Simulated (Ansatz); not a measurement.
Several settings on one geometry of the cluster Cr₂O₂⁻ (the lowest doublet isomer of a short search) (that of the charge -1 doublet, PBE-D4/def2-SVPD). Ansatz on 4 threads of Arm Neoverse V2 on a shared host; times are rough.

```xyz
4

Cr   -0.7058   -0.0710    0.3166
Cr    1.4640    1.1627   -0.1210
O     0.2561    0.4324   -1.1948
O    -1.0143   -1.5241    0.9992
```

Totals from different functionals, basis sets or treatments of relativity can't be compared as stabilities.

The 6-31G sets use Cartesian d functions. Correlated methods freeze 12 core orbitals; core or outer-core shells of Cr are correlated, in sets that lack core-valence functions. A multiply charged anion in the gas phase is held together partly by the finite basis.

At PBE-D4/def2-SVPD a quartet lies 0.10 eV below the doublet of charge -1, at its own geometry.

The spins typed aren't always the lowest for that charge.

(1) Give the basis size and estimate the energy, ⟨S²⟩ and time of these runs.

| run | method | charge | state | further keys |
| --- | --- | --- | --- | --- |
| 1 | UKS ωB97X-V/def2-SVPD | -1 | doublet | scf: {lower_state_search: light}; forces asked |
| 2 | RKS B2GP-PLYP/6-31G | -2 | singlet | scf: {omitted_lower_state_checks: [starts]} |
| 3 | RKS B2GP-PLYP/def2-SVP | 0 | singlet | final_grid: {core_spheres: 8, valence_spheres: 7, degree: 23}; scf: {omitted_lower_state_checks: [starts]} |

## Answers

(1) 
| run | functions | energy (Eh) | ⟨S²⟩ | wall time |
| --- | --- | --- | --- | --- |
| 1 | 114 | -2238.7177 | 4.30 | 2 min |
| 2 | 76 | -2237.9807 | – | 4.1 s |
| 3 | 90 | -2238.0038 | – | 3.4 s |

The highest occupied level of an anion often lies above zero with these methods, and sets without diffuse functions describe the outer electron poorly. At UKS ωB97X-V/def2-SVPD the charge -1 doublet is spin-contaminated (final ⟨S²⟩ up to 4.30, 0.75 for a pure state). At RKS B2GP-PLYP/6-31G the restricted singlet is unstable: a solution with broken spin symmetry lies lower. At RKS B2GP-PLYP/def2-SVP the restricted singlet is unstable: a solution with broken spin symmetry lies lower. This restricted singlet of an open-shell metal wasn't tested against broken symmetry or higher spin. A triplet lies near this restricted singlet, and broken spin symmetry wasn't tried.
